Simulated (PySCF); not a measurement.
Compound: C6H3ClO2.
Atom-mapped SMILES: `[O:1]=[C:2]1[CH:3]=[CH:4][C:5]([Cl:6])=[CH:7][C:8]1=[O:9]` (hydrogens: H10 on C3; H11 on C4; H12 on C7)

The same species was optimised twice, with GFN2-xTB and with PBE0-D3(BJ)/def2-SVP (PySCF), and the same property calculations (PySCF, gas phase) were run on both structures.

| coordinate | GFN2-xTB | PBE0-D3(BJ)/def2-SVP | change |
| --- | --- | --- | --- |
| C4–C5 (Å) | 1.445 | 1.464 | +0.019 |
| C2–C8 (Å) | 1.541 | 1.551 | +0.010 |
| C7–C8 (Å) | 1.461 | 1.468 | +0.007 |
| C3=C4 (Å) | 1.340 | 1.346 | +0.006 |
| C2–C3 (Å) | 1.469 | 1.474 | +0.005 |
| C5=C7 (Å) | 1.346 | 1.350 | +0.004 |
| C5–Cl6 (Å) | 1.718 | 1.721 | +0.003 |
| C8=O9 (Å) | 1.210 | 1.208 | -0.002 |
| O1=C2 (Å) | 1.208 | 1.207 | -0.001 |
| C5–C7–C8 (°) | 121.5 | 119.9 | -1.6 |
| C2–C3–C4 (°) | 122.1 | 120.9 | -1.2 |
| C4–C5–C7 (°) | 122.2 | 123.1 | +0.9 |
| C2–C8–C7 (°) | 116.7 | 117.6 | +0.9 |
| C2–C8–O9 (°) | 120.4 | 119.5 | -0.9 |
| C4–C5–Cl6 (°) | 116.6 | 115.8 | -0.8 |
| O1–C2–C8 (°) | 120.6 | 119.9 | -0.7 |
| C3–C2–C8 (°) | 116.5 | 117.2 | +0.7 |

Rotational constants: A = 3142, B = 916.0, C = 709.2 MHz (GFN2-xTB) against A = 3117, B = 914.3, C = 706.9 MHz (PBE0-D3(BJ)/def2-SVP). Point groups within 0.08 Å: Cs and Cs.

On the GFN2-xTB structure: HOMO (eV) -7.67 [PBE0/pcSseg-1]; LUMO (eV) -4.06 [PBE0/pcSseg-1]; dipole (D) 4.45 [PBE0/pcSseg-1]; GIAO shielding of O1 (ppm) -446.4 [PBE0/pcSseg-1]; GIAO shielding of C2 (ppm) 3.2 [PBE0/pcSseg-1]; GIAO shielding of C3 (ppm) 51.8 [PBE0/pcSseg-1]; GIAO shielding of C4 (ppm) 41.3 [PBE0/pcSseg-1]; GIAO shielding of C5 (ppm) 25.6 [PBE0/pcSseg-1]; GIAO shielding of Cl6 (ppm) 663.0 [PBE0/pcSseg-1]; GIAO shielding of C7 (ppm) 51.8 [PBE0/pcSseg-1]; GIAO shielding of C8 (ppm) 6.0 [PBE0/pcSseg-1].

Q: What do these properties become on the PBE0-D3(BJ)/def2-SVP structure?

A: 
```tsv
property	level	on GFN2-xTB	on PBE0-D3(BJ)/def2-SVP	change
HOMO (eV)	PBE0/pcSseg-1	-7.67	-7.65	+0.02
LUMO (eV)	PBE0/pcSseg-1	-4.06	-4.00	+0.06
dipole (D)	PBE0/pcSseg-1	4.45	4.44	-0.01
energy, GFN2-xTB geometry as zero (kcal/mol)	PBE0/pcSseg-1	0.0	-0.3	-0.3
GIAO shielding of O1 (ppm)	PBE0/pcSseg-1	-446.4	-430.6	+15.8
GIAO shielding of C2 (ppm)	PBE0/pcSseg-1	3.2	4.4	+1.2
GIAO shielding of C3 (ppm)	PBE0/pcSseg-1	51.8	49.0	-2.8
GIAO shielding of C4 (ppm)	PBE0/pcSseg-1	41.3	37.5	-3.8
GIAO shielding of C5 (ppm)	PBE0/pcSseg-1	25.6	23.7	-1.9
GIAO shielding of Cl6 (ppm)	PBE0/pcSseg-1	663.0	655.2	-7.8
GIAO shielding of C7 (ppm)	PBE0/pcSseg-1	51.8	49.8	-2.0
GIAO shielding of C8 (ppm)	PBE0/pcSseg-1	6.0	6.9	+0.9
```

The heavy atoms differ by 0.014 Å rms after alignment. Among bonds between heavy atoms C4–C5 changes most (+0.019 Å). Changes are differences of the printed values. Neither structure is proved a minimum here.
